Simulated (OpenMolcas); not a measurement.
**Ru4+: effect of the metal basis**

Ru4+ with 6 ligands (fluoride) in octahedral coordination (Oh) at 1.93 Å. A charge of +0.333 e stands 2.6 Å behind each ligand.

```
Program             : OpenMolcas 26.06
Method              : SS-CASPT2, IPEA 0.25 Eh, real shift 0.3 Eh (closed shells correlated: 4s 4p and the ligand valence shells)
Spin-orbit coupling : RASSI with atomic mean-field integrals over the reference wave functions
```

Fixed: ligand basis ANO-RCC-VDZP, active space 4 electrons in 5 orbitals (4d), DKH2 Hamiltonian.

States (labels of O, the rotations of Oh). Energies in cm-1 above the lowest state or level, χT in cm3 K/mol; under a threefold ground state the first gap can be a small split of the lowest multiplet, not the spin-orbit step.

| Run | Metal basis | Ground state | First state of that spin | First gap with spin-orbit (degeneracies) | χT at 300 K | First state of another spin | Cost |
| --- | --- | --- | --- | --- | --- | --- | --- |
| A | ANO-RCC-VDZP | 3T1 | 3E 25390 | 830 (1, 3) | 0.975 | 1T2 6840 | roughly 3 core-minutes |
| B | ANO-RCC-VTZP | 3T1 | 3E 25030 | 810 (1, 3) | 1.000 | 1T2 6640 | roughly 5 core-minutes |

Against A, the first state of the same spin changes by -1.4 % in B.

Costs are those of the CASPT2 steps.

Roots that are degenerate in the reference are averaged as groups; the widest CASPT2 spread within a group is 940 cm-1 (the 3-fold group of multiplicity 3 near 56700 cm-1 above the lowest state of its run, A). Shifts and gaps below about the spread of the groups concerned are not significant. Over all roots computed the reference weight is 0.71 to 0.73 in A, 0.71 to 0.73 in B; a low but even weight reflects the number of correlated electrons. An orbital triplet at a regular site is open to Jahn-Teller coupling, which can distort the site and quench the lowest spin-orbit gaps and is left out. This shell can be high or low spin here, a state of another spin lies low, and with metal d orbitals alone active their balance is uncertain, so the ground spin may be wrong, although the usual error favours high spin. Ligand-to-metal charge-transfer states are missing. With no ligand orbital active B as a rule stays too high, so bands that hang on it stand too high and its fall with covalency is understated. With one d shell and no ligand orbital active, 10Dq can be off by a tenth or more. The least metal-like active orbital is 75 % on the metal (Löwdin) and no ligand orbital is active, so the numbers are rough (holds for A). The least metal-like active orbital is 76 % on the metal (Löwdin) and no ligand orbital is active, so the numbers are rough (holds for B). No measured value stands beside these numbers; the geometry was imposed, not optimised, and the real ion may take another.
